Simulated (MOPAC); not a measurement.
Job for MOPAC: PM7 on FGaH2 (SMILES [F][GaH2]), a point of a bond scan (R = 2.124 Å).

```
PM7 1SCF PRECISE CHARGE=0 THREADS=1
FGaH2

Ga    -0.15314797 1    -0.29827289 1     0.09911006 1
H      0.62376958 1    -1.05783376 1     1.21321406 1
H     -1.47626948 1    -0.60250567 1    -0.66151679 1
F      0.77730784 1     1.51389444 1    -0.50303656 1
```

Program output:

```
*******************************************************************************
 **                                                                           **
 **                              MOPAC v23.2.5                                **
 **                                                                           **
 *******************************************************************************
 ** MOPAC's Digital Object Identifier: https://doi.org/10.5281/zenodo.6511958 **
 **                                                                           **
 ** Please cite the open-source release paper for use of this MOPAC version:  **
 ** J. E. Moussa and J. J. P. Stewart (2026)                                  **
 ** MOPAC: An open-source semiempirical molecular orbital program             **
 ** J. Open Source Softw., 11(119), 8025, https://doi.org/10.21105/joss.08025 **
 *******************************************************************************

                              PM7 CALCULATION RESULTS

 *******************************************************************************
 *  PM7        - The PM7 Hamiltonian to be used
 *
 *
 *
 *                 CHARGE ON SYSTEM = 0
 *
 *
 *
 *  PRECISE    - TIGHTER CRITERIA TO BE USED
 *  1SCF       - DO 1 SCF AND THEN STOP
 *  THREADS=1  - MULTI-THREADING NOT USED
 *  T=         - A TIME OF 172800.0 SECONDS REQUESTED
 *  DUMP=N     - RESTART FILE WRITTEN EVERY 7200.0 SECONDS REQUESTED
 *******************************************************************************
PM7 1SCF PRECISE CHARGE=0 THREADS=1
 FGaH2

   ATOM   CHEMICAL          X               Y               Z
  NUMBER   SYMBOL      (ANGSTROMS)     (ANGSTROMS)     (ANGSTROMS)

     1      Ga         -0.15314797  *  -0.29827289  *   0.09911006  *
     2       H          0.62376958  *  -1.05783376  *   1.21321406  *
     3       H         -1.47626948  *  -0.60250567  *  -0.66151679  *
     4       F          0.77730784  *   1.51389444  *  -0.50303656  *



          CARTESIAN COORDINATES

    NO.       ATOM           X           Y           Z

     1        Ga         -0.1531     -0.2983      0.0991
     2         H          0.6238     -1.0578      1.2132
     3         H         -1.4763     -0.6025     -0.6615
     4         F          0.7773      1.5139     -0.5030

 General Reference for PM7:
 "Optimization of Parameters for Semiempirical Methods VI: More Modifications to the
 NDDO Approximations and Re-optimization of Parameters", J. J. P. Stewart, J. Mol. Mod., 1:32, 19 (2013)
 https://link.springer.com/article/10.1007/s00894-012-1667-x

           Empirical Formula: H2 Ga F  =     4 atoms



      MOLECULAR POINT GROUP   :   C2v


      RHF CALCULATION, NO. OF DOUBLY OCCUPIED LEVELS = 6


 -------------------------------------------------------------------------------
 PM7 1SCF PRECISE CHARGE=0 THREADS=1
 FGaH2



     1SCF WAS SPECIFIED, SO BFGS WAS NOT USED
     SCF FIELD WAS ACHIEVED


                              PM7 CALCULATION
                                                       MOPAC v23.2.5 Linux




          FINAL HEAT OF FORMATION =        -54.83828 KCAL/MOL =    -229.44335 KJ/MOL


          COSMO AREA              =         79.99 SQUARE ANGSTROMS
          COSMO VOLUME            =         61.33 CUBIC ANGSTROMS

          IONIZATION POTENTIAL    =         11.486109 EV
          HOMO LUMO ENERGIES (EV) =        -11.486  0.170
          NO. OF FILLED LEVELS    =          6
          MOLECULAR WEIGHT        =         90.7492         POINT GROUP:  C2v

          MOLECULAR DIMENSIONS (Angstroms)

            Atom       Atom       Distance
            F     4    H     3     3.09562
            H     3    H     2     2.53118
            F     4   Ga     1     0.00000


          SCF CALCULATIONS        =          1





   ATOM   CHEMICAL          X               Y               Z
  NUMBER   SYMBOL      (ANGSTROMS)     (ANGSTROMS)     (ANGSTROMS)

     1      Ga         -0.15314797  *  -0.29827289  *   0.09911006  *
     2       H          0.62376958  *  -1.05783376  *   1.21321406  *
     3       H         -1.47626948  *  -0.60250567  *  -0.66151679  *
     4       F          0.77730784  *   1.51389444  *  -0.50303656  *

                             CARTESIAN COORDINATES

   1   Ga       -0.153147970    -0.298272890     0.099110060
   2    H        0.623769580    -1.057833760     1.213214060
   3    H       -1.476269480    -0.602505670    -0.661516790
   4    F        0.777307840     1.513894440    -0.503036560


           Empirical Formula: H2 Ga F  =     4 atoms



      MOLECULAR POINT GROUP   :   C2v


                  EIGENVALUES
 -35.08881 -19.87998 -12.79400 -12.42974 -11.92706 -11.48611   0.16965   1.07527
   2.64084   3.29039


              NET ATOMIC CHARGES AND DIPOLE CONTRIBUTIONS

  ATOM NO.   TYPE          CHARGE      No. of ELECS.   s-Pop       p-Pop
    1         Ga           0.462646        2.5374     1.24172     1.29564
    2          H           0.069366        0.9306     0.93063
    3          H           0.069366        0.9306     0.93063
    4          F          -0.601377        7.6014     1.98804     5.61334
 DIPOLE           X         Y         Z       TOTAL
 POINT-CHG.    -2.870    -5.589     1.857     6.551
 HYBRID         0.440     0.858    -0.285     1.005
 SUM           -2.429    -4.731     1.572     5.546


          ATOMIC ORBITAL ELECTRON POPULATIONS

     Atom    s        px        py        pz
    1 Ga   1.24172   0.56491   0.30494   0.42578
    2  H   0.93063
    3  H   0.93063
    4  F   1.98804   1.92388   1.72657   1.96288

 **********************
 *                    *
 * JOB ENDED NORMALLY *
 *                    *
 **********************




 == MOPAC DONE ==
```

The run finished.

Cost: roughly 0.03 core-seconds.
